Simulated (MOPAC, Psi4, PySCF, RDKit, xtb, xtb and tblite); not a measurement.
Two geometries of SMILES S[CH2][GeH3], singlet, relaxed at GFN2-xTB with one dihedral held; other torsions can differ between them too.

Structure A

```
9

S      1.8658     0.3490    -0.8109
C      0.7326    -0.6768     0.1894
Ge     0.8430    -2.5379    -0.4588
H      1.6120     1.5059    -0.1975
H      1.0336    -0.6040     1.2338
H     -0.2763    -0.2804     0.0817
H      0.4309    -2.6081    -1.8883
H      2.2377    -3.0437    -0.3289
H     -0.0689    -3.3944     0.3582
```

Structure B

```
9

S      1.9252     0.3391    -0.7561
C      0.6646    -0.6283     0.1523
Ge    -0.3039     0.4645     1.4708
H      1.7227     1.5153    -0.1599
H     -0.0133    -1.0458    -0.5925
H      1.1845    -1.4591     0.6299
H      0.6607     1.0262     2.4633
H     -0.9767     1.6054     0.7802
H     -1.3245    -0.3658     2.1780
```

### Question
Which is lower in energy at the level Psi4 1.11 with DF-MP2 (frozen core)/cc-pVTZ // GFN2-xTB, and by how much?

### Answer
A is lower, by 1.56 kJ/mol (dihedral H4–S1–C2–Ge3: 180° in A, 0° in B).

E(B) − E(A) in kJ/mol at the other levels, on the same two geometries: GFN2-xTB (xtb and tblite) -2.06; PBE/def2-TZVP // GFN2-xTB (Psi4) 0.89; PBE-D3(BJ)/def2-TZVP // GFN2-xTB (Psi4) 0.37; M06-2X/def2-TZVP // GFN2-xTB (Psi4) 0.64; HF/cc-pVTZ // GFN2-xTB (Psi4) 3.05; UFF // GFN2-xTB (RDKit) 9.62; PM6, restricted, heats of formation // GFN2-xTB (MOPAC) 6.31; PM3, restricted, heats of formation // GFN2-xTB (MOPAC) 3.97; GFN1-xTB // GFN2-xTB (xtb) 4.50; restricted B3LYP/6-31G*, spherical d // GFN2-xTB (PySCF) 2.79; restricted BP86/6-31G*, spherical d // GFN2-xTB (PySCF) 1.96; restricted Hartree-Fock/3-21G // GFN2-xTB (PySCF) 7.03; restricted MP2 (frozen core)/6-31G*, spherical d // GFN2-xTB (PySCF) 4.17.
